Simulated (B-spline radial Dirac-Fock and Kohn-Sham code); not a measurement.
## Ionisation energies of iridium ions, computed and tabulated

The computed values come from an atomic code on a B-spline grid: Dirac-Fock energy differences between relaxed states, corrected for Breit and QED terms. Each value is the difference of the configuration-average energies of two neighbouring ions in their tabulated ground configurations. The model has no electron correlation. NIST's values refer to the lowest levels; many for high charge states are themselves semi-empirical or theoretical. Where a p, d or f shell is open in either ion the computed value averages over both j values and all terms, while the table refers to the lowest levels; that difference holds spin-orbit splitting (largest in heavy or highly charged ions), term energies where several electrons share open shells, and correlation, and it can reach 10 % or more.

```
  ion      configuration  computed (eV)  NIST (eV)         kind  NIST − computed (eV)
Ir³⁷⁺           [Kr] 4d4         1669.4   1684 ± 4  theoretical                +14.59
Ir³⁸⁺           [Kr] 4d3         1726.6   1739 ± 4  theoretical                +12.36
Ir³⁹⁺           [Kr] 4d2         1784.5   1801 ± 4  theoretical                +16.50
Ir⁴⁰⁺           [Kr] 4d1         1843.0   1857 ± 4  theoretical                +14.02
Ir⁴¹⁺  [Ar] 3d10 4s2 4p6         2121.5   2083 ± 4  theoretical                -38.50
Ir⁴²⁺  [Ar] 3d10 4s2 4p5         2180.0   2139 ± 4  theoretical                -40.99
Ir⁴³⁺  [Ar] 3d10 4s2 4p4         2238.9   2201 ± 4  theoretical                -37.95
Ir⁴⁴⁺  [Ar] 3d10 4s2 4p3         2298.4   2258 ± 4  theoretical                -40.38
```

Q: Where in this range is the largest relative jump, and why?

A: From Ir⁴⁰⁺ (1843.0 eV) to Ir⁴¹⁺ (2121.5 eV), a factor of 1.15. The configuration goes from [Kr] 4d1 to [Ar] 3d10 4s2 4p6, so the next electron comes out of a deeper subshell.
